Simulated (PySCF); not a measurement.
CH$_{4}$AlO (SMILES [CH3][Al][OH]), doublet, geometry from GFN2-xTB (such geometries of metal compounds can be far from the true shape) (the spin is typed, not shown lowest). Base run: BLYP/6-31G** (PySCF).

Geometry (Å):
```xyz
7

Al     0.4811    -0.0488     0.1147
C     -0.3858     1.3475    -1.0982
H     -1.1196     1.9587    -0.5667
H     -0.8977     0.8943    -1.9508
H      0.3781     2.0213    -1.4938
O     -0.2070    -1.2916     0.9601
H     -0.6445    -1.9926     1.4290
```
Charge 0, spin multiplicity 2.
Orbitals are unrestricted.
All else is at PySCF's defaults.
Base energy -358.11501 Eh.

Each row names what was changed in the base input (with any setting that the change needs).

```json
[
 {"change": "base", "ΔE vs base (mEh)": "0.000", "grid points": "86616", "electrons on the grid": "31.00001"},
 {"change": "grids.radi_method = delley", "ΔE vs base (mEh)": "0.000", "grid points": "91784", "electrons on the grid": "31.00001"},
 {"change": "small_rho_cutoff = 0", "ΔE vs base (mEh)": "0.000", "grid points": "86616", "electrons on the grid": "31.00001"},
 {"change": "grids.level = 2", "ΔE vs base (mEh)": "0.003", "grid points": "55800", "electrons on the grid": "31.00000"},
 {"change": "grids.atom_grid = (75, 302)", "ΔE vs base (mEh)": "0.004", "grid points": "101208", "electrons on the grid": "31.00000"},
 {"change": "grids.level = 4", "ΔE vs base (mEh)": "0.001", "grid points": "148392", "electrons on the grid": "31.00000"},
 {"change": "grids.atom_grid = (150, 974)", "ΔE vs base (mEh)": "0.001", "grid points": "562624", "electrons on the grid": "31.00000"},
 {"change": "grids.level = 0", "ΔE vs base (mEh)": "-45.294", "grid points": "6280", "electrons on the grid": "31.01355"},
 {"change": "grids.prune = off", "ΔE vs base (mEh)": "0.000", "grid points": "140424", "electrons on the grid": "31.00001"},
 {"change": "grids.radi_method = gauss_chebyshev", "ΔE vs base (mEh)": "0.000", "grid points": "84296", "electrons on the grid": "31.00001"},
 {"change": "grids.prune = dft.gen_grid.sg1_prune", "ΔE vs base (mEh)": "-0.016", "grid points": "36368", "electrons on the grid": "30.99999"}
]
```

Open shells are given as the SCF converged; they aren't shown to be the lowest states, and a large step between rows can be another state.
